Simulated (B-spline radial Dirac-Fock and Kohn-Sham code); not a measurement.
## Two-hole binding energies of As¹⁰⁺

System: the As¹⁰⁺ ion in the configuration 1s2 2s2 2p6 3s2 3p6 3d5.

The run's input, task.json:

```json
{"items": [{
  "Z": 33,
  "q": 10,
  "cfg": [[1, 0, 2], [2, 0, 2], [2, 1, 6], [3, 0, 2], [3, 1, 6], [3, 2, 5]],
  "A": 75,
  "rrms": 4.0968,
  "do": ["binding", "quiet", "double"]
}]}
```

Launch: `python xray_run.py task.json out`

The computed values come from a radial B-spline solver: multi-electron Dirac-Fock with separately optimised hole states, Breit and Lamb-shift corrections added in first order. U is the two-hole binding energy less the two single-hole energies, the effective repulsion of the holes after relaxation. Each two-hole energy is an average over J within one jj subconfiguration.

```tsv
holes	E(a) (eV)	E(b) (eV)	E(ab) (eV)	U (eV)
1s⁻²	12149.3	12149.3	24801.5	503.0
1s⁻¹ 2p1/2⁻¹	12149.3	1644.1	13941.4	148.0
1s⁻¹ 2p3/2⁻¹	12149.3	1608.2	?	?
1s⁻¹ 3p1/2⁻¹	12149.3	392.6	12594.4	52.6
2s⁻²	1819.9	1819.9	3735.1	95.3
2s⁻¹ 2p1/2⁻¹	1819.9	1644.1	3553.1	89.0
2p1/2⁻²	1644.1	1644.1	3400.6	112.3
2p3/2⁻²	1608.2	1608.2	3321.8	105.4
2s⁻¹ 3p1/2⁻¹	1819.9	392.6	2259.3	46.8
2p1/2⁻¹ 3s⁻¹	1644.1	455.3	2146.3	46.8
2p1/2⁻¹ 3p3/2⁻¹	1644.1	386.7	2078.3	47.5
2p3/2⁻¹ 3p1/2⁻¹	1608.2	392.6	2048.7	47.9
3p1/2⁻²	392.6	392.6	824.8	39.6
3p1/2⁻¹ 3p3/2⁻¹	392.6	386.7	816.4	37.1
```

Task: Give the missing two-hole energy and U.

Result: E(ab) = 13900.8 eV and U = 143.3 eV.
